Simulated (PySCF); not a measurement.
# Niobium: a sound run and one with changed settings

Sound run: Nb [Kr] 4d4 5s1, Nb⁺ [Kr] 4d4. All numbers are calculated (PySCF 2.14, scalar relativity through the core potential, in aug-cc-pVDZ-PP with ECP28MDF (5s5p4d2f, 54 functions)). The sound run starts from symmetry-adapted Hartree-Fock orbitals and uses a fine grid where one is needed.

A second run was set up differently.

```csv
species,method,sound run (hartree),changed run (hartree),converged
Nb,UHF,-56.14742,-56.14742,yes
Nb,LDA,-56.49828,-56.66421,yes
Nb,M06-L,-56.62640,-56.78807,no
Nb⁺,UHF,-55.92700,-55.92700,yes
Nb⁺,LDA,n/a,-56.40475,yes
Nb⁺,M06-L,-56.38910,-56.56268,no
```

Ionisation energy of Nb:

| method | sound run (eV) | changed run (eV) |
| --- | --- | --- |
| UHF | 5.998 | 5.998 |
| LDA | n/a | 7.060 |

Question: What was changed?
A. a valence shell is frozen
B. radial grid too coarse
C. minimal basis
D. too few SCF iterations

Answer: B. It used radial step 0.8 in ln r (0.13 in the sound run). A coarse radial grid mis-integrates the density and the exchange-correlation energy, with errors of either sign; Hartree-Fock needs no grid.
